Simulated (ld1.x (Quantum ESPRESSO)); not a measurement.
## Sn (Z = 50), TM: configuration errors across variants

* Element: tin (Sn)
* Generator: ld1.x (Quantum ESPRESSO) 7.5
* Type: norm-conserving Troullier–Martins (Kleinman–Bylander form)
* Functional: PBE
* Relativity: scalar-relativistic
* Frozen core: [Kr]
* Valence charge: 14
* Reference configuration: 4d10 5s2 5p2
* Partial waves: 5s (bound): rc 1.65 bohr; 5p (bound): rc 1.80 bohr; 4d (bound): rc 0.90 bohr
* Local potential: all-electron potential smoothed inside 1.55 bohr (lloc = -1)
* Core correction: none

All-electron excitation energies from the reference (eV): (1) 4d10 5s2 5p1 6.875; (2) 4d10 5s2 5p0 20.827; (3) 4d10 5s1 5p0 51.798; (4) 4d10 5s1 5p2 14.524; (5) 4d10 5s1 5p3 6.978; (6) 4d10 5s0 5p0 92.924; (7) 4d10 5s2 5p1.5 2.616.

A true bound ghost makes a file unfit for plane-wave use even where its test errors are small: the radial tests pick states by their node count and pass the ghost by. Where a test does run into it, the solver fails or the error is huge.

Errors AE − PS in meV (a dash: test not solved or not reliable):

```csv
change,(1),(2),(3),(4),(5),(6),(7),bound ghosts
base,+4.7,+2.0,+31,+31,+6.3,+137,+0.9,s
"all radii scaled by about 0.80 (s 1.32, p 1.44, d 0.72 bohr); local potential all-electron potential smoothed inside 1.24 bohr (lloc = -1)",-2.6,+4.3,+43,-0.2,+11,+178,-1.0,"p, s"
"all radii scaled by about 0.92 (s 1.52, p 1.66, d 0.82 bohr); local potential all-electron potential smoothed inside 1.42 bohr (lloc = -1)",-27,+2.9,+36,-111,-49,+155,-13,"s, p"
"all radii scaled by about 1.13 (s 1.86, p 2.04, d 1.02 bohr); local potential all-electron potential smoothed inside 1.76 bohr (lloc = -1)",0.0,-5.0,+16,+8.5,+1.6,+127,-0.1,s
"all radii scaled by about 1.37 (s 2.26, p 2.46, d 1.24 bohr); local potential all-electron potential smoothed inside 2.12 bohr (lloc = -1)",+0.7,+6.8,+50,+6.6,-0.1,+119,-0.1,none
```

Give the same row for: all radii scaled by about 1.22 (s 2.00, p 2.20, d 1.10 bohr); local potential all-electron potential smoothed inside 1.88 bohr (lloc = -1).

+13, –, –, –, +9.6, +129, +1.8; bound ghosts: s. Not counted: 4d10 5s2 5p0 (solver errors, printed error +28.5 eV); 4d10 5s1 5p2 (pseudo-atom not self-consistent, printed error +6.7 eV); 1 more.
